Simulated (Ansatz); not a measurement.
Consider the homolysis of the B–C bond: `NCBBr` → `[BH]Br`• + `[CH2]N`•.

Calculated with Ansatz (gas phase, PBE0-D4/def2-TZVP geometries, no zero-point term in ΔE). CBS: MP2 limit from def2 TZ/QZ plus the TZ coupled-cluster correction, frozen cores. Functionals use def2-TZVPP. B3LYP here is the variant with VWN-RPA as its local correlation; programs differ in this. No spin–orbit coupling; open shells (•) take unrestricted orbitals. For Br outer-core shells are correlated without core-valence functions, which leaves a few kJ/mol of doubt a bond. Scalar relativity is left out up to krypton. Each species was taken in one conformer, which may not be the lowest.

```tsv
level	ΔE (kcal/mol)	difference from CCSD(T)/CBS
PBE-D4	94.8	-4.0
r2SCAN-D4	90.8	-8.0
PBE0-D4	95.4	-3.4
B3LYP-D4	93.2	-5.6
ωB97X-V	98.2	-0.6
ωB97M-V	99.7	0.9
B2PLYP	93.7	-5.1
PBE	92.9	-5.9
r2SCAN	90.3	-8.5
PBE0	93.7	-5.1
B3LYP	90.1	-8.7
HF/def2-TZVPP	71.8	-27.0
MP2/def2-TZVPP	100.4	1.6
SCS-MP2/def2-TZVPP	99.5	0.7
CCSD/def2-TZVPP	94.9	-3.9
CCSD(T)/def2-TZVPP	96.7	-2.1
HF/def2-QZVPP	71.6	-27.2
MP2/def2-QZVPP	101.6	2.8
SCS-MP2/def2-QZVPP	100.8	2.0
HF/CBS(def2)	71.6	-27.2
MP2/CBS(def2)	102.5	3.7
CCSD/CBS(def2)	97.0	-1.8
CCSD(T)/CBS	98.8	0
```

Largest T1 diagnostic among the species: 0.016.

In def2-TZVPP, CCSD(T) changes the Hartree–Fock value by +24.9 kcal/mol (the triples alone add +1.8 kcal/mol) and MP2 by +28.6 kcal/mol; breaking electron pairs costs correlation energy, which Hartree–Fock lacks. The D4 term adds +3.1 kcal/mol with B3LYP and +1.6 kcal/mol with PBE0; it sums over pairs of atoms, weighted by their polarisabilities, and B3LYP, whose exchange is more repulsive, gets the larger term. From PBE to PBE0 (25 % exact exchange), in def2-TZVPP and without D4, ΔE moves by +0.8 kcal/mol.
